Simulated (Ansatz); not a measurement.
This geometry of C$_{2}$H$_{10}$B$_{2}$OSi (16 atoms, charge 0, multiplicity 1) is a first-order saddle point.

These are results of RKS PBE/6-31G in Ansatz, not measurements.

```xyz
16
Properties=species:S:1:pos:R:3
C 1.190 -0.963 -1.839
Si 1.293 -0.755 0.088
B -0.429 0.150 0.760
C -1.503 -0.662 1.583
B -0.551 1.771 0.373
O -0.980 2.198 -0.886
H 2.152 -1.328 -2.234
H 0.949 0.004 -2.309
H 0.403 -1.687 -2.108
H 2.526 0.089 0.394
H 1.541 -2.120 0.720
H -1.227 -1.694 1.856
H -1.774 -0.112 2.508
H -2.446 -0.698 0.996
H -0.193 2.612 1.183
H -0.973 3.171 -1.041
```

(1) Which two structures does it join? (They come from a converged band through this point; their orientation in space is the band's.)

(2) How far does it lie above each of them?

## Answers

(1) No bond is made or broken. The dihedral Si2–B3–C4–H14 goes from -157 to -29°. The two ends are copies of one structure, up to a mirror image or an exchange of like atoms.

Initial state:

```xyz
16
Properties=species:S:1:pos:R:3
C 1.426 -1.016 -1.637
Si 1.300 -0.637 0.262
B -0.546 0.183 0.654
C -1.604 -0.654 1.470
B -0.732 1.762 0.140
O -1.055 2.062 -1.186
H 2.447 -1.343 -1.892
H 1.181 -0.111 -2.217
H 0.719 -1.813 -1.920
H 2.435 0.316 0.620
H 1.562 -1.925 1.038
H -1.504 -1.749 1.364
H -1.373 -0.439 2.541
H -2.656 -0.360 1.313
H -0.520 2.685 0.910
H -1.104 3.018 -1.417
```

Final state:

```xyz
16
Properties=species:S:1:pos:R:3
C 1.035 -0.942 -1.944
Si 1.223 -0.818 -0.016
B -0.424 0.154 0.744
C -1.482 -0.663 1.579
B -0.443 1.804 0.483
O -0.878 2.345 -0.729
H 1.955 -1.355 -2.389
H 0.847 0.058 -2.368
H 0.190 -1.599 -2.209
H 2.518 -0.068 0.275
H 1.405 -2.223 0.549
H -1.093 -0.652 2.625
H -2.492 -0.220 1.617
H -1.556 -1.731 1.307
H -0.012 2.563 1.338
H -0.816 3.325 -0.817
```

(2) 0.009 eV above the first and 0.009 eV above the second. This is the barrier of this one path; another mechanism may lie lower. Limits of this set-up: no polarisation functions.

Run time: 3 min on 1 thread of Arm Neoverse V1 (shared host), peak memory 0.14 GiB.
